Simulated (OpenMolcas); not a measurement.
**Os2+ in a point-charge field**

Os2+ among 4 point charges of -1 e arranged as a tetrahedron (Td), 2.19 Å from the ion.
```
   1.2644    1.2644    1.2644  -1.00
   1.2644   -1.2644   -1.2644  -1.00
  -1.2644    1.2644   -1.2644  -1.00
  -1.2644   -1.2644    1.2644  -1.00
```

```json
{
 "Program": "OpenMolcas 26.06",
 "Method": "SS-CASPT2, IPEA 0.25 Eh, imaginary shift 0.1 Eh (closed shells correlated: 4f 5s 5p)",
 "Basis": "ANO-RCC-VDZP [7s6p4d2f1g]",
 "Scalar Hamiltonian": "DKH2, point nucleus",
 "Active space": "6 electrons in 5 orbitals (5d)",
 "State averaging": "2S+1 = 5 even, 5 roots; 2S+1 = 3 even, 45 roots; 2S+1 = 1 even, 50 roots",
 "Spin-orbit coupling": "state interaction with AMFI integrals over the reference wave functions"
}
```

The lowest spin-free states (labels of Td), above the lowest:

```
State  Degeneracy  E (cm-1)  Free-ion L (%)
   5E           2         0         D (100)
  5T2           3      2200         D (100)
  3T1           3     14640          H (78)
   3E           2     15570          H (98)
  3T1           3     15860          H (51)
  3T2           3     16280          H (78)
  3A2           1     16920         F (100)
  3T1           3     17710          H (55)
  3T2           3     18100          F (71)
  3A1           1     18200         G (100)
  3T1           3     19130          G (63)
   3E           2     19170          G (95)
  3T1           3     19860          P (37)
  3T2           3     20690          G (90)
  1T2           3     22100          I (77)
   1E           2     22140          I (91)
   3E           2     22440          D (97)
  1T2           3     22680          G (56)
  1A2           1     23140         I (100)
  1A1           1     23250          I (59)
```

The lowest levels with spin-orbit coupling:

| E (cm-1) | Degeneracy | Label | 2S+1 |
| --- | --- | --- | --- |
| 0 | 1 | A1 | 5 (88 %) |
| 150 | 3 | T1 | 5 (87 %) |
| 220 | 2 | E | 5 (86 %) |
| 560 | 3 | T2 | 5 (85 %) |
| 4040 | 1 | A2 | 5 |
| 4720 | 3 | T2 | 5 (87 %) |
| 5330 | 2 | E | 5 (71 %) |
| 5870 | 3 | T1 | 5 |
| 6220 | 3 | T2 | 5 (76 %) |
| 8090 | 3 | T1 | 5 (85 %) |
| 8430 | 1 | A1 | 5 (82 %) |
| 13780 | 3 | T2 | 3 (70 %) |
| 14580 | 2 | E | 3 (74 %) |
| 15140 | 3 | T1 | 3 (75 %) |
| 15370 | 1 | A1 | 3 (73 %) |
| 17160 | 3 | T2 | 3 (80 %) |
| 17220 | 2 | E | 3 (71 %) |
| 17660 | 1 | A1 | 3 (89 %) |
| 17750 | 3 | T1 | 3 |
| 17790 | 3 | T2 | 3 |

Electric-dipole absorption from the lowest level at this geometry, strongest bands:

```tsv
E (cm-1)	λ (nm)	Label	f
560	17900	T2	1.16e-06
6220	1610	T2	1.20e-04
13780	726	T2	1.39e-04
17160	583	T2	2.71e-05
17790	562	T2	2.12e-05
18270	547	T2	2.13e-05
21520	465	T2	1.09e-05
26930	371	T2	2.75e-05
27110	369	T2	9.53e-06
28790	347	T2	3.07e-05
29800	336	T2	1.79e-06
31330	319	T2	4.82e-06
34390	291	T2	4.20e-05
35420	282	T2	8.39e-06
```

Powder χT (cm3 K/mol): 0.0989 at 2 K, 0.495 at 10 K, 2.43 at 50 K, 3.94 at 100 K, 4.74 at 200 K, 4.96 at 300 K. The effective moment at 300 K is 2.828 √(χT) = 6.30 μB.

Roots that are degenerate in the reference are averaged as groups; the widest CASPT2 spread within a group is 240 cm-1 (the 3-fold group of multiplicity 3 near 38700 cm-1 above the lowest state of its run). Shifts and gaps below about the spread of the groups concerned are not significant. Spin-orbit coupling mixes the spin-free states strongly: the lowest level takes only 63 % from its leading state, 5E. An orbital doublet at a regular site is open to a Jahn-Teller distortion, which this geometry leaves out. Point charges give a weaker field than real ligands, and real ions of this kind are as a rule low spin; the high spin found here belongs to the model. The ground term spreads over less than 5000 cm-1, several times less than with real ligands, so orbital moments are less quenched and χT lies further from the spin-only value than at real sites. Free-ion shares, where given, are those of the reference states; single-state CASPT2 does not remix them. Point charges carry no covalency, so the field is a model and not that of real ligands. No measured value stands beside these numbers.
